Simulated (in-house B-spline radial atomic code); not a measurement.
Rh is squeezed into an impenetrable sphere of radius R (the orbitals vanish at R). No spin polarisation. Computed with a radial B-spline atomic code at the basis-set limit: scalar-relativistic (X2C) PBE, spherical fractional occupations, Fermi nucleus of rms radius 4.4945 fm.

Energies in eV above the free atom in [Kr] 4d8 5s1:

```
R (bohr)  highest level (eV)  [Kr] 4d8 5s1  [Kr] 4d9  [Kr] 4d7 4f1 5s1
    9.57               -4.25       0.01644   -0.9054             13.46
    6.28                -3.4        0.5974   -0.5635             19.51
    5.47               -2.42         1.519   0.02447             23.18
    4.11                2.97         8.425     4.744             37.44
    3.42                11.6         22.71     14.88             57.57
    3.26                15.1         29.11      19.5             65.63
    2.59                44.3         92.23     66.45             137.4
    2.33                68.7         154.4     114.3             203.8
    1.83                 173         482.3     379.6               541
    1.25                 621          2486      2114              2538
```

Task: Does [Kr] 4d9 fall below [Kr] 4d8 5s1 under compression?

Result: It lies below at every radius listed.

Task: Does [Kr] 4d7 4f1 5s1 fall below [Kr] 4d8 5s1 under compression?

Result: No, it stays above over the whole range.

The highest level is first positive in the row R = 4.11 bohr, pushed up by confinement above the zero of the free ion's potential. Each configuration is held fixed and needn't be the lowest in the sphere.
